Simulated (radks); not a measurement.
Effect of the nuclear size on the gadolinium ion Gd+, [Xe] 4f7 5d1 6s1. All-electron calculation, Dirac Kohn-Sham, exchange-only LDA, spin-unpolarised, spherical densities, finite nucleus; open shells fill j = l - 1/2 first; Fermi nuclear charge, rms radius 5.1569 fm. Program: a radial shooting solver on a logarithmic mesh with Libxc functionals. The rms radius is varied about that value; shifts are against it.

\begin{tabular}{lrrrrrrrr}
rms radius (fm) & total energy shift (eV) & density at nucleus (e/bohr^3) & 1s1/2 shift (meV) & 2s1/2 shift (meV) & 5p1/2 shift (meV) & 6s1/2 shift (meV) & 5d3/2 shift (meV) & 6p1/2 (empty) shift (meV) \\ \hline
4.3627 & -5.99 & 6.531e+05 & -2470 & -318 & 0.205 & -0.243 & 0.134 & 0.056 \\
4.7598 & -3.09 & 6.388e+05 & -1270 & -164 & 0.106 & -0.125 & 0.069 & 0.029 \\
5.1569 & 0 & 6.259e+05 & 0.000 & 0.000 & 0.000 & 0.000 & 0.000 & 0.000 \\
5.6365 & 3.98 & 6.119e+05 & 1640 & 211 & -0.136 & 0.161 & -0.089 & -0.037 \\
5.786 & 5.27 & 6.078e+05 & 2170 & 280 & -0.180 & 0.214 & -0.118 & -0.049 \\
\end{tabular}

Slopes of the eigenvalues against <r^2> in GHz/fm^2, as finite differences over the two radii next to the reference (eigenvalue slopes, not the field-shift constants of lines): 1s1/2 77300, 2s1/2 9950, 5p1/2 -6.40, 6s1/2 7.61, 5d3/2 -4.20, 6p1/2 (empty) -1.75.
